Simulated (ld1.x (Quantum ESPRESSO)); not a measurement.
## Transferability test, TM potential for Zn (Z = 30)

Zn (Z = 30), norm-conserving Troullier–Martins (Kleinman–Bylander form), made with ld1.x (Quantum ESPRESSO) 7.5 (LDA (PZ), scalar-relativistic). Core [Ne] 3s2, reference 3p6 3d10 4s2 4p0. Waves: 4s (bound): rc 1.75 bohr; 3p (bound): rc 0.80 bohr; 3d (bound): rc 1.25 bohr. Local part: all-electron potential smoothed inside 1.00 bohr (lloc = -1). Core correction: Bessel-smoothed model core inside 0.45 bohr.

Energies are relative to the spin-unpolarised reference configuration 3p6 3d10 4s2 4p0; without spin polarisation the order of configurations can differ from experiment. Spin-polarised rows fill each open shell by Hund’s rule, majority spin first. The frozen-core shift is the all-electron ΔE with the core orbitals held at their reference shape minus the fully relaxed ΔE.

Task: Give the all-electron excitation energy and the error of the potential for: 3p6 3d10 4s1 4p0; 3p6 3d10 4s0 4p0; 3p6 3d9 4s0 4p0; 3p6 3d8 4s0 4p0; 3p6 3d10 4s0 4p1; 3p5 3d10 4s2 4p0; 3p6 3d9 4s2 4p0; 3p6 3d10 4s1 4p0 (spin-polarised); 3p6 3d9 4s0 4p0 (spin-polarised).

Result:

```csv
valence configuration,charge,ΔE all-electron (eV),error AE − PS (meV),frozen-core shift (meV)
3p6 3d10 4s1 4p0,+1,10.190,-5.6,+1.5
3p6 3d10 4s0 4p0,+2,28.959,-36,+4.5
3p6 3d9 4s0 4p0,+3,69.849,+31,+18
3p6 3d8 4s0 4p0,+4,131.997,+104,+120
3p6 3d10 4s0 4p1,+1,16.614,-23,+2.4
3p5 3d10 4s2 4p0,+1,91.915,-188,+55
3p6 3d9 4s2 4p0,+1,18.205,-39,+12
3p6 3d10 4s1 4p0 (spin-polarised),+1,9.942,-4.3,+1.6
3p6 3d9 4s0 4p0 (spin-polarised),+3,69.578,+42,+19
```

Levels in the configuration 3p6 3d10 4s1 4p0 (spin-polarised):

```json
{"level": "3p up", "all-electron (eV)": "-92.994", "pseudo (eV)": "-92.909"}
{"level": "3d up", "all-electron (eV)": "-20.158", "pseudo (eV)": "-20.120"}
{"level": "4s up", "all-electron (eV)": "-14.763", "pseudo (eV)": "-14.778"}
{"level": "3p down", "all-electron (eV)": "-92.945", "pseudo (eV)": "-92.888"}
{"level": "3d down", "all-electron (eV)": "-19.966", "pseudo (eV)": "-19.939"}
```

These tests converged, but a pseudo level misses the all-electron one widely, so the file describes the atom poorly there or has found another state: 3p6 3d8 4s0 4p0: empty 4s by 6.4 eV (a node warning on the way).

Note: ghost state, extra bound levels that the all-electron valence spectrum of the same l lacks: s at -118.5 eV. A true bound ghost makes a file unfit for plane-wave use.
